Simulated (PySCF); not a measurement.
C2H5NO2Si, SMILES O[Si@@H]1C=NCO1. Heavy atoms are numbered as in [OH:1][Si@@H:2]1[CH:3]=[N:4][CH2:5][O:6]1. Hydrogens are named by the atom that carries them.

Geometry: B3LYP-D3(BJ)/def2-SVP. The structure was generated by enumeration; whether it is a known compound was not checked. The values are those of a single conformer.

Calculation: PBE/def2-TZVP (PySCF).

ESP charges are fitted to the potential on shells at 1.4 to 2.0 van der Waals radii. Atomic charges (e), one atom of each kind:

```tsv
atom	Löwdin	ESP fit	meta-Löwdin
O1 (OH)	-0.09	-0.66	-0.72
Si2 (SiH)	0.06	0.64	1.06
C3 (CH)	-0.33	0.01	-0.25
N4	0.11	-0.41	-0.21
C5 (CH2)	-0.38	0.12	0.06
O6	0.10	-0.40	-0.59
H on O1	0.18	0.44	0.35
H on Si2	-0.03	-0.06	-0.10
H on C3	0.12	0.09	0.13
H on C5	0.13	0.11	0.13
```

Computed Mayer and Wiberg (Löwdin basis) orders of the bonds:
```
bond    Mayer  Wiberg
------  -----  ------
O1–Si2   1.27    1.71
Si2–C3   0.94    1.05
C3–N4    1.90    2.26
N4–C5    1.05    1.39
Si2–O6   1.15    1.47
C5–O6    1.02    1.50
```
